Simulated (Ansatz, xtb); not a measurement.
## Two structures of CH4CaGe

Structure a is a singlet given by its coordinates and structure b is a triplet given by its coordinates. Both are isolated molecules in the gas phase, relaxed with B3LYP-D3(BJ)/def2-SVP.

a (Å):

```xyz
7

C     0.5774   -0.8625   -0.1097
Ca   -1.0237   -2.3393   -1.3811
Ge    1.4815   -0.5809   -1.7403
H    -2.6662   -3.4995   -1.1959
H     0.6162   -0.0318    0.6071
H     0.9865   -2.0965   -2.3575
H     0.3747   -1.8038    0.4475
```

Close contacts (Å): C1–Ca2 2.52, C1–Ge3 1.89, Ca2–Ge3 3.08, C1–H5 1.10, C1–H7 1.11, Ca2–H4 2.02, Ca2–H6 2.25, Ca2–H7 2.36, Ge3–H6 1.71.

b (Å):

```xyz
7

C     0.1336   -1.7500   -0.0726
Ca   -0.8779   -0.1758   -1.8419
Ge    1.2651   -2.2286   -1.8442
H    -0.9215   -2.0898   -0.0203
H     0.6716   -2.3491    0.6768
H     0.1813   -0.7124    0.3348
H    -0.0899   -1.9579   -2.8097
```

Close contacts (Å): C1–Ca2 2.58, C1–Ge3 2.16, Ca2–Ge3 2.97, C1–H4 1.11, C1–H5 1.10, C1–H6 1.12, Ca2–H6 2.48, Ca2–H7 2.18, Ge3–H7 1.69.

Estimate which is lower in electronic energy at CCSD(T)/def2-TZVP, and by roughly how much.

The CCSD(T)/def2-TZVP calculation puts structure b lower, by 2.4 kcal/mol.

The same difference at several levels:

```tsv
level	geometry	E(b) − E(a) (kcal/mol)	departure from the last row (kcal/mol)	job, with rough time for the two
B3LYP-D3(BJ)/def2-SVP	B3LYP-D3(BJ)/def2-SVP	0.0	+2.4	optimisation, 3 min
HF/def2-TZVP	B3LYP-D3(BJ)/def2-SVP	−17.0	−14.7	part of the CCSD(T) run
MP2/def2-TZVP	B3LYP-D3(BJ)/def2-SVP	−2.6	−0.2	part of the CCSD(T) run
CCSD(T)/def2-TZVP	B3LYP-D3(BJ)/def2-SVP	−2.4		single point, 2 min
```

B3LYP-D3(BJ)/def2-SVP finds them nearly level. The largest departure from CCSD(T)/def2-TZVP is that of HF/def2-TZVP, 14.7 kcal/mol. Levels run at GFN2-xTB geometries aren't shown. The triplet state of b needn't be its ground state.

With harmonic frequencies from B3LYP-D3(BJ)/def2-SVP (ideal gas, rigid rotor, one conformer each, 298.15 K, 1 atm): the zero-point term adds +4.4 kcal/mol; ΔH is +1.7 and ΔG +1.8 kcal/mol. The zero-point term alone reverses the order. The free energy reverses the electronic order.

Open shells are spin-unrestricted. The correlated steps freeze 15 core orbitals; the filled d shell of Ge is correlated; the last core shell of Ca is correlated, in a basis made for valence electrons. ΔG holds the spin degeneracy. Run with Ansatz 0.2.0; the last row on 1 thread of Intel(R) Xeon(R) 6975P-C (Granite Rapids) on a shared host.
